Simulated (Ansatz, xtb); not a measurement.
## C4H3ClO3: which of two isomers lies lower

Structure X: `Cc1oc(=O)oc1Cl`, a singlet. Structure Y: `O=C1OC/C(=C\Cl)O1`, a singlet. Both are isolated molecules in the gas phase, relaxed with r2SCAN-D4/def2-SVP.

X (Å):

```xyz
11

C    -1.1526   -1.2986   -0.2251
C    -0.3132   -0.1387   -0.5716
C     0.8009    1.7487   -0.1197
C     0.2576    0.3069   -1.7049
Cl    0.2539   -0.3020   -3.2852
O     0.0268    0.7656    0.4260
O     1.2650    2.6809    0.4508
O     0.9502    1.4674   -1.4576
H    -1.3247   -1.9081   -1.1220
H    -0.6651   -1.9232    0.5410
H    -2.1262   -0.9747    0.1768
```

Y (Å):

| atom | x (Å) | y (Å) | z (Å) |
| --- | --- | --- | --- |
| C | -1.8473 | -0.9249 | -0.6989 |
| C | 0.3174 | -0.5679 | -1.3391 |
| C | -0.1086 | 0.4425 | -0.3123 |
| C | 0.5828 | 1.4504 | 0.2286 |
| Cl | 2.2213 | 1.7160 | -0.2595 |
| O | -2.9365 | -1.3840 | -0.6097 |
| O | -0.8539 | -1.3663 | -1.4970 |
| O | -1.4056 | 0.1685 | 0.0209 |
| H | 1.1568 | -1.1972 | -0.9987 |
| H | 0.5910 | -0.1090 | -2.3042 |
| H | 0.1748 | 2.1333 | 0.9747 |

**Question.** Estimate which is lower in electronic energy at CCSD(T)/def2-SVP + ΔMP2/def2-TZVPP, and by roughly how much.

**Answer.** The CCSD(T)/def2-SVP + ΔMP2/def2-TZVPP calculation puts structure X lower, by 9.0 kJ/mol.

Level by level:

```json
{"level": "GFN2-xTB", "geometry": "GFN2-xTB", "E(Y) − E(X) (kJ/mol)": "+30.3", "departure from the last row (kJ/mol)": "+21.3", "job, with rough time for the two": "optimisation, 0.13 s"}
{"level": "HF/STO-3G", "geometry": "GFN2-xTB", "E(Y) − E(X) (kJ/mol)": "+14.6", "departure from the last row (kJ/mol)": "+5.5", "job, with rough time for the two": "single point, 0.38 s"}
{"level": "r2SCAN-D4/def2-SVP//GFN2-xTB", "geometry": "GFN2-xTB", "E(Y) − E(X) (kJ/mol)": "+17.1", "departure from the last row (kJ/mol)": "+8.0", "job, with rough time for the two": "single point, 3.4 s"}
{"level": "r2SCAN-D4/def2-SVP", "geometry": "r2SCAN-D4/def2-SVP", "E(Y) − E(X) (kJ/mol)": "+16.9", "departure from the last row (kJ/mol)": "+7.8", "job, with rough time for the two": "optimisation, 27 s"}
{"level": "HF/def2-SVP", "geometry": "r2SCAN-D4/def2-SVP", "E(Y) − E(X) (kJ/mol)": "−7.4", "departure from the last row (kJ/mol)": "−16.5", "job, with rough time for the two": "part of the CCSD(T) run"}
{"level": "MP2/def2-SVP", "geometry": "r2SCAN-D4/def2-SVP", "E(Y) − E(X) (kJ/mol)": "+22.9", "departure from the last row (kJ/mol)": "+13.9", "job, with rough time for the two": "part of the CCSD(T) run"}
{"level": "CCSD(T)/def2-SVP", "geometry": "r2SCAN-D4/def2-SVP", "E(Y) − E(X) (kJ/mol)": "+15.7", "departure from the last row (kJ/mol)": "+6.7", "job, with rough time for the two": "single point"}
{"level": "CCSD(T)/def2-SVP + ΔMP2/def2-TZVPP", "geometry": "r2SCAN-D4/def2-SVP", "E(Y) − E(X) (kJ/mol)": "+9.0", "departure from the last row (kJ/mol)": "", "job, with rough time for the two": "single point, 75 s"}
```

As drawn, both hold the same kinds of bond in the same numbers. Structure X has 1 methyl group, Y 0.

HF/def2-SVP puts the two in the other order. The largest departure from CCSD(T)/def2-SVP + ΔMP2/def2-TZVPP is that of GFN2-xTB, 21.3 kJ/mol. The last row adds to CCSD(T) the change of the MP2 difference between the two basis sets, here −6.7 kJ/mol.

With thermal terms from frequencies at re-optimised GFN2-xTB minima (ideal gas, soft modes damped towards free rotors, one conformer each, 298.15 K, 1 atm): the zero-point term adds 0.0 kJ/mol; ΔH is +8.0 and ΔG +9.8 kJ/mol.

The correlated steps freeze 12 core orbitals. Run with Ansatz 0.2.0, xtb 6.7.1; the last row on 4 threads of Arm Neoverse V1 on a shared host.
